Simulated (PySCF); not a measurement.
How methods differ on the ionisation energy of Ag²⁺

Ag²⁺ [Kr] 4d9 (2D) → Ag³⁺ [Kr] 4d8 (3F), as a difference of total energies. Computed with PySCF 2.14 in x2c-QZVPPall, with the spin-free X2C one-electron Hamiltonian (Gaussian nucleus). Correlated levels: valence: [Kr] frozen; valence and next inner shell: [Ar] 3d10 frozen. The calculations carry no spin-orbit coupling.

| method | ionisation energy (eV) |
| --- | --- |
| UHF | 32.948 |
| LDA | 35.609 |
| PBE | 35.105 |
| PBE0 | 34.901 |
| r2SCAN | 34.700 |
| CAM-B3LYP | 35.026 |
| r2SCANh | 34.672 |
| BLYP | 35.017 |
| MP2 (valence) | 34.898 |
| SCS-MP2 (valence) | 34.763 |
| MP2 (valence and next inner shell) | 34.976 |
| SCS-MP2 (valence and next inner shell) | 34.733 |

Question: How much does correlation contribute at MP2 (valence and next inner shell)?

Answer: 34.976 − (32.948) = 2.028 eV, measured against UHF.

A first-order spin-orbit estimate (lowest level to lowest level, LS coupling) adds -0.147 eV.

Errors of the correlated levels include the incompleteness of this basis and the frozen core.

For comparison: 34.8 ± 0.3 eV (semi-empirical (NIST evaluation); NIST Atomic Spectra Database, ionization energies).
